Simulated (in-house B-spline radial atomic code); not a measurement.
Se²⁺ is squeezed into an impenetrable sphere of radius R (the orbitals vanish at R). Method: Dirac-Kohn-Sham LDA VWN5, spherical fractional occupations, Fermi nucleus of rms radius 4.14 fm. Calculated with a B-spline radial code for spherical atoms.

Energies in eV above the free ion in [Ar] 3d10 4s2 4p2:

| R (bohr) | highest level (eV) | [Ar] 3d10 4s2 4p2 | [Ar] 3d10 4s2 4p1 4f1 | [Ar] 3d10 4s1 4p3 |
| --- | --- | --- | --- | --- |
| 9.98 | -25.5 | 0 | 23.29 | 12.27 |
| 5.66 | -25.5 | 0.0535 | 26.99 | 12.34 |
| 5.08 | -25.3 | 0.1932 | 28.92 | 12.51 |
| 4.41 | -24.7 | 0.8227 | 32.7 | 13.28 |
| 3.86 | -23.4 | 2.638 | 38.41 | 15.43 |
| 2.96 | -16 | 17.37 | 63.54 | 31.97 |
| 2.65 | -9.4 | 33.53 | 84.74 | 49.53 |
| 2.39 | -0.0455 | 59.04 | 114.8 | 76.77 |
| 1.94 | 34.2 | 167.4 | 229.2 | 189.9 |
| 1.55 | 114 | 466.3 | 519 | 494.9 |

**Question.** Does [Ar] 3d10 4s2 4p1 4f1 fall below [Ar] 3d10 4s2 4p2 under compression?

**Answer.** No, it stays above over the whole range.

**Question.** Does [Ar] 3d10 4s1 4p3 fall below [Ar] 3d10 4s2 4p2 under compression?

**Answer.** No, it stays above over the whole range.

The highest level is first positive in the row R = 1.94 bohr, pushed up by confinement above the zero of the free ion's potential. Each configuration is held fixed and needn't be the lowest in the sphere.
